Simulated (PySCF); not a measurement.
# What a mistake does to a calculation on C2H6OSi

Calculated results; nothing here was measured. The program is PySCF 2.14.0, an open-source quantum chemistry code, run on an isolated molecule that a program drew, which may never have been made. The molecule is C2H6OSi (charge 0, singlet), drawn as the SMILES string `CC=[SiH]O`.

Each row is a Hartree-Fock (HF) and frozen-core CCSD(T) single point in the cc-pV(D+d)Z basis, meant for a local HF minimum. Run 1 is clean. Each other run has one planted mistake out of seven kinds, and not every kind appears here: one electron removed, one electron added, multiplicity raised by two, geometry at a saddle point, minimal basis STO-3G, one bond length entered in bohr, all coordinates scaled. The reference is restricted for singlets and unrestricted otherwise, and also for a bond in bohr. Adding or removing an electron swaps singlet and doublet. Electrons count all cores. HOMO and LUMO are orbital energies over both spins, the gradient is its largest component, and the lowest frequency (negative if imaginary) is given only where the gradient is small. Bond lengths are over the 9 bonds as drawn. T1 is the CCSD diagnostic: over 0.02 (restricted) or 0.045 (unrestricted) a single reference is doubtful.

Geometry of the clean run:
```xyz
10
C2H6OSi, angstrom
C    -0.7814   -0.1155   -1.2612
C     0.2390   -0.9275   -0.4987
Si    0.2837   -1.3905    1.1208
O    -0.8037   -1.0599    2.2972
H    -1.2142   -0.6873   -2.0879
H    -0.3365    0.7867   -1.6924
H    -1.6111    0.2083   -0.6267
H     1.0916   -1.2796   -1.0764
H     1.3532   -2.1879    1.7185
H    -1.5711   -0.5461    2.0923
```

```
run  electrons  basis functions  <S^2>  HOMO (eV)  LUMO (eV)  gradient (hartree/bohr)  lowest frequency (cm^-1)  mean bond (Å)  longest bond (Å)      T1  HF (hartree)  CCSD(T) (hartree)                     mistake
  1         40               95  0.000      -7.90       3.55                  3.7e-05                       153         1.2900             1.685  0.0125    -443.01604         -443.64298                    no fault
  2         40               95  2.031      -4.69       1.37                  1.2e-01                         -         1.2900             1.685  0.0143    -442.92070         -443.51534  multiplicity raised by two
  3         40               30  0.000      -5.10       8.03                  3.8e-02                         -         1.2900             1.685  0.0146    -437.65728         -437.91432        minimal basis STO-3G
  4         39               95  0.758     -16.65      -5.66                  1.0e-01                         -         1.2900             1.685  0.0170    -442.77494         -443.36050        one electron removed
  5         40               95  0.000      -7.87       3.35                  1.8e-02                         -         1.3171             1.720  0.0130    -443.01159         -443.64422                           ?
```

**Which mistake was planted in run 5, and what did it cost?**

The mean and the longest bond both change by the same factor, 1.021, and the gradient is no longer small. So the mistake is: all coordinates scaled. Subtracting run 1 and multiplying by 627.51 kcal/mol a hartree, the energy moved by 2.8 kcal/mol in HF and -0.8 kcal/mol in CCSD(T).

